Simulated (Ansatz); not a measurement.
Two structures of CH$_{4}$BBr, singlet, reached by relaxing down either side of one saddle point (PBE0-D4/def2-TZVP). Energies are electronic, without zero-point energy. Computed with Ansatz 0.2.0 (basis: def2-TZVPP and def2-QZVPP); correlated methods freeze the cores. Filled d shells of the heavier atoms are correlated. The def2 sets are not built for correlating such inner shells, so the correlated values are less sure here. Extrapolation: Hartree–Fock as exp(−7.88 √X), correlation as X^−2.97. First:

B1  (0.506, -0.240, 0.595)
Br2  (2.102, -1.150, 0.064)
C3  (-0.528, 0.262, -0.438)
H4  (-0.668, 1.342, -0.307)
H5  (0.377, -0.094, 1.772)
H6  (-1.506, -0.178, -0.207)
H7  (-0.282, 0.058, -1.480)
(Å)

Second:

```xyz
7
angstrom
B -0.6065 -0.4724 1.0244
Br 2.5800 0.7748 -0.8171
C -0.8519 -0.0679 -0.2695
H 1.2322 0.3856 -0.4361
H -0.3680 -0.8102 2.1234
H -1.1539 0.9467 -0.5154
H -0.8318 -0.7567 -1.1098
```

Which bonds change from the first to the second?

CH₄BBr ([CH3][BH][Br]) → CH₃B ([BH][CH2]) + HBr; bonds formed: Br2–H4; bonds broken: B1–Br2, C3–H4.

Give the saddle point's structure and its height above each. (To be estimated.)

By the calculation: 70.54 kcal/mol above the first and 4.06 kcal/mol above the second (CCSD(T) at an estimated basis limit (MP2 extrapolated from triple and quadruple zeta, plus CCSD(T) − MP2 in triple zeta)).
| atom | x (Å) | y (Å) | z (Å) |
| --- | --- | --- | --- |
| B1 | -0.1234 | -0.2678 | 0.7364 |
| Br2 | 2.3026 | -0.1378 | -0.2386 |
| C3 | -0.9015 | -0.0321 | -0.3985 |
| H4 | 1.0652 | 0.6885 | -0.2811 |
| H5 | 0.2056 | -0.3667 | 1.8606 |
| H6 | -1.9448 | 0.2413 | -0.2443 |
| H7 | -0.6036 | -0.1254 | -1.4345 |

T1 diagnostic: at most 0.011.

Labels in which every atom is bracketed show which atoms are joined, not bond orders.

For scale, one of the runs: CCSD(T)/def2-TZVPP, 166 basis functions, launched by `ansatz run in.yaml --threads 2 --pin off --events-out ev --progress --plain --max-ram 4352MiB`. Hardware: 2 CPU threads of an Intel Xeon 6975P-C, shared host. Wall time 20 s; peak host memory 1.5 GiB.
